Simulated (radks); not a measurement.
Results of a calculation; reference values are marked as such.
Polarisability of the barium ion Ba+, [Xe] 6s1, at imaginary frequency. Code: a radial shooting solver on a logarithmic mesh with Libxc functionals. Model: scalar-relativistic Kohn-Sham, LDA (Slater exchange, Perdew-Wang correlation), spin-polarised, spherical densities, finite nucleus; open shells are filled with parallel spins first (spin-orbit coupling, left out, can overturn this in heavy ions); Fermi nuclear charge, rms radius 4.8378 fm. Response by self-consistent Sternheimer equations with the Hartree and adiabatic LDA kernel, the relativistic mass of each level held fixed and spin-orbit coupling left out.

w (hartree)  alpha1(iw) (bohr^3)  alpha2(iw) (bohr^5)
0.00266                    110.5                 6147
0.0143                     108.7                 4233
0.0360                     99.72                 1937
0.0697                     79.27                 1105
0.118                      53.86                771.4
0.186                      33.92                544.7
0.280                      21.76                360.1
0.413                      14.67                223.2
0.605                      10.08                132.6
0.892                      6.645                75.78
1.35                       4.006                40.58
2.12                       2.159                19.35
3.59                       1.017                7.670
6.94                      0.3728                2.284
17.5                     0.08110               0.3934

Static values: alpha1 = 110.6 bohr^3 (16.38 angstrom^3; uncoupled 146.4), alpha2 = 6257 bohr^5, alpha3 = 31530 bohr^7. C6 = 1150, C8 = 128600, triple-dipole C9 = 87590 atomic units. One-pole (London) frequency 4 C6 / (3 alpha1^2) = 0.125 hartree, against 0.296 for minus the highest occupied eigenvalue.
